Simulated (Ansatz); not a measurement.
# A family of molecules: the dipole moment

One atom is swapped for its congeners: CH4N `C[NH]`; AsH(CH3); SbH(CH3). The P member is missing. All are doublets with charge 0.

Shapes, held fixed at every level: PBE0-D4/def2-TZVP. Programs: Ansatz 0.2.0. Values in D.

| level | CH4N | AsH(CH3) | SbH(CH3) |
| --- | --- | --- | --- |
| PBE-D4/def2-TZVPP | 1.98 | 1.03 | 0.76 |
| r2SCAN-D4/def2-TZVPP | 1.96 | 1.11 | 0.80 |
| B3LYP-D4/def2-TZVPP | 1.98 | 0.98 | 0.71 |
| wB97M-V/def2-TZVPP | 1.99 | 0.96 | 0.68 |

At wB97M-V/def2-TZVPP the dipole moment falls at every step, from 1.99 to 0.68 D. Every level shows the same order. Open shells run unrestricted unless RO is named. For atoms past krypton def2 sets carry core potentials with scalar relativity. Relativity is left out for As unless named. Magnitudes only: a dipole under 1 D may point either way.
